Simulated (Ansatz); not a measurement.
Molecule: C$_{2}$H$_{6}$AlCl (charge 0, singlet). 
Geometry from a B3LYP-D3(BJ)/def2-TZVP (Ansatz, a first-principles code) optimisation:
SMILES: [CH3][Al]([CH3])[Cl]
```xyz
10

C      1.5824    -1.4223     0.3588
Al    -0.0440    -0.3748     0.1496
C     -1.8580    -0.9283     0.5844
Cl     0.1857     1.5840    -0.6352
H      1.3887    -2.4255     0.7439
H      2.1059    -1.5198    -0.5964
H      2.2761    -0.9252     1.0428
H     -2.3000    -0.2565     1.3256
H     -1.9032    -1.9452     0.9793
H     -2.4995    -0.8787    -0.3000
```

Wanted: vertical triplet-singlet gap (E(triplet) - E(singlet); each state is the SCF solution reached for its spin; for the triplet the Hartree-Fock reference is unstable and T1 is 0.021), in kcal/mol. Valence correlation only, unless marked. UHF or UKS for open shells. Spin-orbit coupling is left out. Non-relativistic.  The program attaches cautions to a run behind CCSD/aug-cc-pV(D+d)Z: other roots. The program attaches cautions to a run behind CCSD/aug-cc-pV(T+d)Z: other roots. The program attaches cautions to a run behind CCSD(T)/aug-cc-pV(D+d)Z: other roots. The program attaches cautions to a run behind CCSD(T)/aug-cc-pV(T+d)Z: other roots.

| level | program | vertical triplet-singlet gap (kcal/mol) |
|---|---|---|
| HF/aug-cc-pV(Q+d)Z | Ansatz | 132.9 |
| RI-HF/aug-cc-pV(T+d)Z | Ansatz | 133.1 |
| SVWN5/def2-TZVPD | Ansatz | 116.4 |
| PBE/def2-TZVPD | Ansatz | 113.9 |
| r2SCAN/def2-TZVPD | Ansatz | 117.9 |
| B3LYP/def2-TZVPD | Ansatz | 123.7 |
| PBE0/def2-TZVPD | Ansatz | 123.3 |
| BHLYP/def2-TZVPD | Ansatz | 133.3 |
| CAM-B3LYP/def2-TZVPD | Ansatz | 131.6 |
| wB97M-V/def2-TZVPD | Ansatz | 135.7 |
| wB97X-V/def2-TZVPD | Ansatz | 137.0 |
| B2PLYP/def2-TZVPD | Ansatz | 130.3 |
| RI-MP2/aug-cc-pV(T+d)Z | Ansatz | 145.5 |
| RI-MP2/aug-cc-pV(Q+d)Z | Ansatz | 146.3 |
| CCSD/aug-cc-pV(D+d)Z | Ansatz | 135.4 |
| CCSD/aug-cc-pV(T+d)Z | Ansatz | 136.8 |
| CCSD(T)/aug-cc-pV(D+d)Z | Ansatz | 133.1 |
| CCSD(T)/aug-cc-pV(T+d)Z | Ansatz | 134.4 |
